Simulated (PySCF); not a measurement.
PySCF 2.14 output of a UHF calculation on a single atom or ion in aug-cc-pVDZ-PP with ECP28MDF, with scalar relativity through the core potential:

```
SCF conv_tol = 1e-09
number electrons alpha = 7  beta = 4
cycle= 1 E= -46.1102428187779  delta_E= -0.00373  |g|= 0.0157  |ddm|= 0.0524
cycle= 2 E= -46.1103615782287  delta_E= -0.000119  |g|= 0.0029  |ddm|= 0.0103
cycle= 3 E= -46.1103663371249  delta_E= -4.76e-06  |g|= 0.000216  |ddm|= 0.0065
cycle= 4 E= -46.1103664220406  delta_E= -8.49e-08  |g|= 3.45e-05  |ddm|= 0.00231
cycle= 5 E= -46.1103664240568  delta_E= -2.02e-09  |g|= 6.66e-06  |ddm|= 0.000437
cycle= 6 E= -46.1103664241203  delta_E= -6.35e-11  |g|= 6.13e-07  |ddm|= 8.63e-05
converged SCF energy = -46.1103664241203  <S^2> = 3.7537811  2S+1 = 4.0018901
```

The run itself started from symmetry-adapted Hartree-Fock orbitals and held the occupation by maximum overlap, so the iterations belong to that start.

Which element, charge and spin multiplicity is this?

Zr⁺ (zirconium, charge +1), multiplicity 4; the state was [Kr] 4d2 5s1, high-spin 4F determinant.

Energies and moments cover only the electrons outside the core potential.
